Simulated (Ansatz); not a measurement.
The same isomerisation along the group F, Cl, Br.

Calculated with Ansatz (gas phase, PBE0-D4/def2-TZVP geometries, no zero-point term in ΔE). CCSD(T)/CBS is the MP2 limit (def2-TZVPP, def2-QZVPP) plus CCSD(T) − MP2 in def2-TZVPP, frozen cores. For Br outer-core shells are correlated without core-valence functions, which leaves a few kJ/mol of doubt a bond. Scalar relativity is left out up to krypton. Each species was taken in one conformer, which may not be the lowest.

Question: Order these by ΔE at CCSD(T)/CBS, lowest first. (Estimate.)
A. `C[SiH](O)F` → `OC(F)[SiH3]`
B. `C[SiH](O)Br` → `OC([SiH3])Br`
C. `C[SiH](O)Cl` → `OC([SiH3])Cl`

Answer: B (+3.68 eV), C (+3.81 eV), A (+4.43 eV).

Largest T1 diagnostic: 0.012, for `OC(F)[SiH3]`.
